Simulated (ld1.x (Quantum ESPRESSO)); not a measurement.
**Configuration tests for ruthenium (TM)**

* Element: ruthenium (Ru)
* Generator: ld1.x (Quantum ESPRESSO) 7.5
* Type: norm-conserving Troullier–Martins (Kleinman–Bylander form)
* Functional: PBEsol
* Relativity: fully relativistic
* Frozen core: [Ar] 3d10
* Valence charge: 16
* Reference configuration: 4s2 4p6 4d7 5s0 5p0 (charge +1)
* Partial waves: 4s (bound): rc 1.35 bohr; 4p (bound): rc 1.85 bohr; 4f channel at 0.1 Ry: rc 1.80 bohr; 4d (bound): rc 1.04 bohr
* Local potential: the d channel
* Core correction: none

Open shells are filled in proportion to 2j + 1 (rel_dist='average').

Energies are relative to the spin-unpolarised reference configuration 4s2 4p6 4d7 5s0 5p0; without spin polarisation the order of configurations can differ from experiment. The d channel is local and has no spin–orbit splitting in the pseudo-atom.

Q: Give the all-electron excitation energy and the error of the potential for: 4s2 4p6 4d7 5s1 5p0; 4s2 4p6 4d6 5s0 5p0; 4s2 4p6 4d5 5s0 5p0; 4s2 4p6 4d8 5s0 5p0; 4s2 4p6 4d6 5s1 5p1; 4s2 4p6 4d6 5s2 5p0; 4s2 4p6 4d6 5s1 5p0.

A:

```json
{"valence configuration": "4s2 4p6 4d7 5s1 5p0", "charge": "0", "ΔE all-electron (eV)": "-7.300", "error AE − PS (meV)": "+113"}
{"valence configuration": "4s2 4p6 4d6 5s0 5p0", "charge": "+2", "ΔE all-electron (eV)": "18.184", "error AE − PS (meV)": "+5.0"}
{"valence configuration": "4s2 4p6 4d5 5s0 5p0", "charge": "+3", "ΔE all-electron (eV)": "48.790", "error AE − PS (meV)": "+20"}
{"valence configuration": "4s2 4p6 4d8 5s0 5p0", "charge": "0", "ΔE all-electron (eV)": "-7.632", "error AE − PS (meV)": "-2.9"}
{"valence configuration": "4s2 4p6 4d6 5s1 5p1", "charge": "0", "ΔE all-electron (eV)": "-1.625", "error AE − PS (meV)": "+210"}
{"valence configuration": "4s2 4p6 4d6 5s2 5p0", "charge": "0", "ΔE all-electron (eV)": "-5.625", "error AE − PS (meV)": "+289"}
{"valence configuration": "4s2 4p6 4d6 5s1 5p0", "charge": "+1", "ΔE all-electron (eV)": "2.830", "error AE − PS (meV)": "+187"}
```

Levels in the configuration 4s2 4p6 4d5 5s0 5p0:

```csv
level,all-electron (eV),pseudo (eV)
4s j=1/2,-110.934,-110.879
4p j=1/2,-83.037,-83.001
4p j=3/2,-79.530,-79.500
4d j=3/2,-37.576,-37.303
4d j=5/2,-37.160,-37.303
```

ld1.x printed “convergence not achieved” for 5 of the counted tests; their residual had stalled under 1e-8, short of the target of 1e-14.
